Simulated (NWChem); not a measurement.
Molecule: AuNH4; SMILES [AuH]<-[NH3]

def2 effective core potentials on Au; no spin-orbit coupling.

Give the equilibrium geometry at PBE0/def2-SVP with def2 effective core potentials on Au (NWChem) as a list of bonds and angles, with the point group.

point group C3v; any orientation.
Bonded distances (Å): Au1–H2 1.568, Au1–N3 2.198, N3–H4 1.020, N3–H5 1.020, N3–H6 1.020. Angles (°): H2–Au1–N3 180.0, Au1–N3–H4 111.7, Au1–N3–H5 111.7, Au1–N3–H6 111.7, H4–N3–H5 107.2, H4–N3–H6 107.2, H5–N3–H6 107.2.
